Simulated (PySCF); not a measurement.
AsH₅Sn, SMILES [AsH2][SnH3]. Heavy atoms are numbered as in [SnH3:1][AsH2:2]. Hydrogens are named by the atom that carries them.

Coordinates come from a PBE-D3(BJ)/def2-TZVP optimisation. The def2 effective core potentials stand for the cores of Sn; spin–orbit coupling is left out.

These are B3LYP/def2-TZVPD run with PySCF values and carry that method's errors.

Mulliken values depend strongly on the basis, most of all with diffuse functions as here. ESP charges are fitted to the potential on shells at 1.4 to 2.0 van der Waals radii. Atomic charges (e), one atom of each kind:

| atom | Mulliken | ESP fit |
|---|---|---|
| Sn1 (SnH3) | 0.49 | ? |
| As2 (AsH2) | -0.38 | ? |
| H on Sn1 | -0.12 | ? |
| H on As2 | 0.12 | ? |

**Question.** Fill in the missing entries. (The exact figures need the calculation; the answer reports its results.)

**Answer.** 
- Sn1 (SnH3), ESP fit: 0.36
- As2 (AsH2), ESP fit: -0.12
- H on Sn1, ESP fit: -0.09
- H on As2, ESP fit: 0.03
